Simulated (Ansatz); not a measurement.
Stepwise reaction of `[OH][Ta]([F])([F])([F])[F]` with water, as a gas-phase model of exchange steps in deposition or etching. ΔE in kJ/mol.

Program: Ansatz. Geometries: PBE0-D4/def2-TZVP. ΔE: electronic, gas phase. CCSD(T)/CBS is the MP2 limit (def2-TZVPP, def2-QZVPP) plus CCSD(T) − MP2 in def2-TZVPP, frozen cores. This one scheme is used for every species. DFT in def2-TZVPP. B3LYP here is the variant with VWN-RPA as its local correlation; programs differ in this. def2 core potentials past Kr. For Ta outer-core shells are correlated without core-valence functions, which leaves a few kJ/mol of doubt a bond. One conformer a species, not always the lowest.

```json
{"step": "1", "reaction": "`[OH][Ta]([F])([F])([F])[F]` + H₂O → `[OH][Ta]([OH])([F])([F])[F]` + H–F", "PBE-D4": "37.0", "B3LYP-D4": "35.9", "ωB97M-V": "35.6", "CCSD(T)/CBS": "30.3"}
{"step": "2", "reaction": "`[OH][Ta]([OH])([F])([F])[F]` + H₂O → `[OH][Ta]([OH])([OH])([F])[F]` + H–F", "PBE-D4": "34.4", "B3LYP-D4": "33.8", "ωB97M-V": "33.2", "CCSD(T)/CBS": "26.5"}
{"step": "3", "reaction": "`[OH][Ta]([OH])([OH])([F])[F]` + H₂O → `[OH][Ta]([OH])([OH])([OH])[F]` + H–F", "PBE-D4": "49.6", "B3LYP-D4": "49.4", "ωB97M-V": "49.2", "CCSD(T)/CBS": "44.1"}
{"step": "4", "reaction": "`[OH][Ta]([OH])([OH])([OH])[F]` + H₂O → `[OH][Ta]([OH])([OH])([OH])[OH]` + H–F", "PBE-D4": "57.6", "B3LYP-D4": "59.0", "ωB97M-V": "59.9", "CCSD(T)/CBS": "52.8"}
```

**Question.** By hand: ΔE of the 4 steps together at CCSD(T)/CBS.

**Answer.** (30.3) + (26.5) + (44.1) + (52.8) = 153.7 kJ/mol, or 38.4 kJ/mol a step.

In ΔE step 2 is the lowest and step 4 the highest. All are uphill at CCSD(T)/CBS. PBE-D4 differs from CCSD(T)/CBS by 4.8 to 7.9 kJ/mol a step. Isolated molecules leave out the surface, adducts and barriers. Largest T1 diagnostic: 0.018.
